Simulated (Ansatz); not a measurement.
Reactions of `C[O][In]([CH3])[Cl]`.

Program: Ansatz. Geometries: PBE0-D4/def2-TZVP. ΔE: electronic, gas phase. CCSD(T)/CBS is the MP2 limit (def2-TZVPP, def2-QZVPP) plus CCSD(T) − MP2 in def2-TZVPP, frozen cores. This one scheme is used for every species, atoms too. DFT in def2-TZVPP. B3LYP here is the variant with VWN-RPA as its local correlation; programs differ in this. Open shells (•) are unrestricted, without spin–orbit coupling. Spin–orbit coupling would lower the free atoms: a little for C, Cl, O; strongly for In. Elements past krypton have def2 core potentials. Bonds to Ge, In are less sure, by a few kJ/mol each and by 10 to 20 or more in all where they break to atoms, as the def2 sets lack core-valence functions. Scalar relativity is left out up to krypton. One conformer a species, not always the lowest.

| reaction | MP2/CBS(def2) (eV) | r2SCAN-D4 (eV) | B3LYP-D4 (eV) | ωB97X-V (eV) |
| --- | --- | --- | --- | --- |
| `C[O][In]([CH3])[Cl]` + H₂S → `C[O][In]([CH3])[SH]` + HCl | 0.36 | 0.38 | 0.40 | 0.41 |
| `C[O][In]([CH3])[Cl]` → `[CH2]` (triplet) + `[CH3][In]([OH])[Cl]` | 4.04 | 3.75 | 3.95 | 4.11 |
| `C[O][In]([CH3])[Cl]` → 2 C• + Cl• + 6 H• + In• + O• | 40.16 | 39.51 | 39.11 | 39.51 |
| `C[O][In]([CH3])[Cl]` + `[SH][GeH2][SH]` → `[CH3][In]([SH])[Cl]` + `C[O][GeH2][SH]` | -0.54 | -0.55 | -0.54 | -0.56 |
| `C[O][In]([CH3])[Cl]` → `C[CH2][In]([OH])[Cl]` | -0.51 | -0.40 | -0.36 | -0.37 |
| `C[O][In]([CH3])[Cl]` + CH₃OH → `C[O][In]([CH3])[O]C` + HCl | 1.08 | 1.10 | 1.08 | 1.09 |
| `C[O][In]([CH3])[Cl]` + H₂ → `C[O][InH][CH3]` + HCl | 1.30 | 1.19 | 1.16 | 1.14 |
| `C[O][In]([CH3])[Cl]` + `[OH][GeH]([F])[F]` → `C[O][GeH]([F])[F]` + `[CH3][In]([OH])[Cl]` | 0.03 | 0.04 | 0.03 | 0.02 |
| `C[O][In]([CH3])[Cl]` + HCl → `[CH3][In]([Cl])[Cl]` + CH₃OH | -0.89 | -0.93 | -0.92 | -0.93 |
| `C[O][In]([CH3])[Cl]` → `[CH2]` (triplet) + `C[O][InH][Cl]` | 5.08 | 4.60 | 4.76 | 4.92 |

Question: Give the CCSD(T)/CBS values in the same order. (Estimate.)

Answer: Computed: 0.37, 3.96, 39.58, -0.52, -0.45, 1.06, 1.20, 0.03, -0.88, 4.89 eV.

Largest T1 diagnostic: 0.016, for `C[O][InH][Cl]`.
